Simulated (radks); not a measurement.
Spherical jellium clusters: N electrons in a uniform positive sphere of charge N and radius rs N^(1/3), rs = 3.33 bohr. Level of theory: non-relativistic Kohn-Sham, PBEsol, spin-polarised, spherical densities (a radial shooting solver with Libxc functionals). Levels are named by radial order and angular momentum (1s, 1p, 1d, 2s, ...), and open shells are averaged over m. Each electron was tried in the lowest free levels, single moves between levels near the top were tried too, and the lowest total energy was kept; such a search can miss a lower state. Energies include the self-energy of the background; IP and EA are vertical (highest electron removed, lowest free level filled), at fixed background; spill-out counts the electrons outside the background radius R, and alpha is the static dipole polarisability from linear response (closed shells only). A dash means not computed or, for alpha, an open shell; in EA it means that no bound solution was reached, which is typical of self-interaction and does not show that the anion is unstable. Real open-shell clusters deform, which this model forbids.

N	open shells	2S	E(N+1) + E(N-1) - 2E(N) (eV)	IP (eV)	EA (eV)	-e(HOMO) (eV)
1	1s(up 1, down 0)	1	-	-	-	3.377
2	none	0	1.374	5.961	-	3.650
3	1p(up 1, down 0)	1	-0.800	4.140	-	2.272
4	1p(up 2, down 0)	2	-0.580	4.872	-	2.926
5	1p(up 3, down 0)	3	0.467	5.279	-	3.352
6	1p(up 3, down 1)	2	-0.551	4.649	-	2.969
7	1p(up 3, down 2)	1	-0.373	5.104	1.762	3.383
8	none	0	1.636	5.379	-	3.670
9	1d(up 1, down 0)	1	-0.354	3.653	-	2.142
10	1d(up 2, down 0)	2	-0.301	4.002	-	2.490
11	1d(up 3, down 0)	3	-0.259	4.271	-	2.767
12	1d(up 4, down 0)	4	-0.224	4.486	1.572	2.995
13	1d(up 5, down 0)	5	0.458	4.661	-	3.186
14	1d(up 5, down 0) 2s(up 1, down 0)	6	-0.183	4.153	1.370	2.800
15	1d(up 5, down 2)	3	-0.264	4.348	1.633	2.967
16	1d(up 5, down 3)	2	-0.188	4.537	1.832	3.161
17	1d(up 5, down 4)	1	-0.163	4.691	2.004	3.325
18	none	0	0.199	4.819	1.863	3.466
19	2s(up 1, down 0)	1	0.298	4.587	1.653	3.277
20	none	0	0.689	4.294	-	3.061
21	1f(up 1, down 0)	1	-0.172	3.635	-	2.386
22	1f(up 2, down 0)	2	-0.157	3.790	1.341	2.547
23	1f(up 3, down 0)	3	-0.143	3.926	1.490	2.691
24	1f(up 4, down 0)	4	-0.132	4.046	1.625	2.820
25	1f(up 5, down 0)	5	-0.121	4.155	1.748	2.936
26	1f(up 6, down 0)	6	-0.112	4.252	1.861	3.042
27	1f(up 7, down 0)	7	0.416	4.340	1.455	3.139
28	1f(up 7, down 1)	6	-0.135	3.901	1.598	2.737
29	1f(up 7, down 2)	5	-0.122	4.020	1.727	2.861
30	1f(up 7, down 3)	4	-0.112	4.126	1.844	2.973
31	1f(up 7, down 4)	3	-0.103	4.221	1.951	3.074
32	1f(up 7, down 5)	2	-0.095	4.307	2.049	3.167
33	1f(up 7, down 6)	1	-0.088	4.385	2.140	3.252
34	none	0	0.425	4.457	1.760	3.330
35	2p(up 1, down 0)	1	-0.067	4.016	1.868	2.931
36	2p(up 2, down 0)	2	-0.052	4.100	1.959	3.018
37	2p(up 3, down 0)	3	0.323	4.168	1.688	3.090
38	2p(up 3, down 1)	2	-	3.859	1.811	2.825

All shells are closed at N = 2, 8, 18, 20, 34 (there: 1s2 1p6 1d10 2s2 1f14); the second difference of the energy has clear peaks (12 % above both neighbours; the first and last values, which can be the largest, are not judged, and half-filled shells can peak too) at N = 5, 8, 13, 20, 27, 34.
